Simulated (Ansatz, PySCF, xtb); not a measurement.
Reaction (SMILES): ClBCl [dichloroborane] + 2 [H][H] (H2) → B (BH3) + 2 Cl (HCl)
Each molecule is optimised on its own at B3LYP-D3(BJ)/def2-TZVP (Ansatz, a first-principles code). Frequencies are from Ansatz or PySCF.

Quantity: energy of full hydrogenation (enthalpy at 298 K, with B3LYP-D3(BJ) rigid-rotor harmonic-oscillator terms), in eV. Valence correlation only, unless marked. Spin-orbit coupling is left out. No relativistic terms. Basis-set limits of correlation are two-point, X^-3; Hartree-Fock from the larger set.

```tsv
level	program	energy of full hydrogenation (eV)
GFN2-xTB	xtb	?
M06-L-D4/def2-TZVPD	PySCF + dftd4	1.59
B3LYP-D4/def2-TZVPD	Ansatz + dftd4	1.70
PBE0/STO-3G	Ansatz	2.87
MN15-D3(BJ)/def2-TZVPD	PySCF + dftd3	?
HSE06-D4/def2-TZVPD	Ansatz + dftd4	1.76
RPA@PBE/cc-pV(Q+d)Z	Ansatz	1.59
CCSD(T)/CBS(aug-cc-pV(T+d)Z,aug-cc-pV(Q+d)Z)	Ansatz	?
```

Task: Fill in the missing entries.

Result: 
- GFN2-xTB, energy of full hydrogenation (eV): 0.69
- MN15-D3(BJ)/def2-TZVPD, energy of full hydrogenation (eV): 1.91
- CCSD(T)/CBS(aug-cc-pV(T+d)Z,aug-cc-pV(Q+d)Z), energy of full hydrogenation (eV): 1.71
